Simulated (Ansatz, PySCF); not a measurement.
FH₇Si₃, SMILES F[SiH]([SiH3])[SiH3].

Geometry: PBE0-D3(BJ)/def2-SVP. The structure was generated by enumeration, and PubChem lists no compound with its InChIKey, so it may never have been made.

Vertical ionisation energy (IE) and electron affinity (EA) in eV. Rows of orbital energies are one-electron estimates. Where ΔSCF, EOM or ADC give a negative EA the extra electron is unbound and the value depends on the basis.

```
level                                                                  IE     EA
-------------------------------------------------------------------  ----  -----
−ε(HOMO), −ε(LUMO), B3LYP/def2-TZVP (PySCF)                          7.75   1.19
−ε(HOMO), −ε(LUMO), PBE/def2-TZVP (PySCF)                            6.83   1.89
ΔSCF, PBE0/def2-SVPD (Ansatz), final states of multiplicity 2 and 2  9.84  -0.55
ΔSCF, PBE/def2-SVPD (Ansatz), final states of multiplicity 2 and 2   9.58  -0.43
```

What vertical singlet–triplet gap does ΔSCF give with PBE0/def2-SVPD (Ansatz, a first-principles code) and with PBE/def2-SVPD (Ansatz)? (The exact figures need the calculation; the answer reports its results.)

5.01 and 4.71 eV (triplet above singlet where positive).
